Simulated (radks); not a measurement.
The numbers below are computed, except where a source is named.
Question: All-electron atom: Ce2+ in [Xe] 4f1.75 5d0.25 (fractional occupations, a model configuration). Level of theory: scalar-relativistic Kohn-Sham, AM05, spin-polarised, spherical densities, finite nucleus; open shells are filled with parallel spins first (spin-orbit coupling, left out, can overturn this in heavy ions); Fermi nuclear charge, rms radius 4.8771 fm (a radial shooting solver on a logarithmic mesh with Libxc functionals). Some entries of the table are withheld. Estimate them.

orbital  occ.  eigenvalue (hartree)  <1/r> (bohr^-1)  <r> (bohr)
1s down     1             -1478.638            63.29     0.02459
1s up       1             -1478.638            63.29     0.02459
2s up       1             -237.0252            14.59      0.1053
2s down     1             -237.0247            14.59      0.1053
2p up       3             -212.3960            13.82     0.09240
2p down     3             -212.3957            13.82     0.09240
3s up       1             -51.21567            5.294      0.2790
3s down     1             -51.20018            5.295      0.2789
3p up       3             -43.38140            5.015      0.2769
3p down     3             -43.36596            5.016      0.2769
3d up       5             -32.23355            4.759      0.2537
3d down     5             -32.22134            4.760      0.2536
4s up       1             -10.58087            2.208      0.6387
4s down     1             -10.53788            2.209      0.6386
4p up       3              -8.02727            2.035      0.6769
4p down     3              -7.98361            2.036      0.6766
4d up       5              -4.35351            1.770      0.7487
4d down     5              -4.30869            1.770      0.7485
5s up       1              -1.88332              (1)       1.532
5s down     1              -1.84870              (2)       1.539
5p up       3              -1.25714           0.7352       1.775
5p down     3              -1.22813           0.7303       1.784
4f up    1.75              -0.53835            1.159       1.169
5d up    0.25              -0.50976           0.4910         (3)
4f down     0              -0.49723            1.147       1.192
5d down     0              -0.49138           0.4831         (4)

Answer: 
(1) 5s up <1/r> (bohr^-1): 0.8632
(2) 5s down <1/r> (bohr^-1): 0.8588
(3) 5d up <r> (bohr): 2.611
(4) 5d down <r> (bohr): 2.655
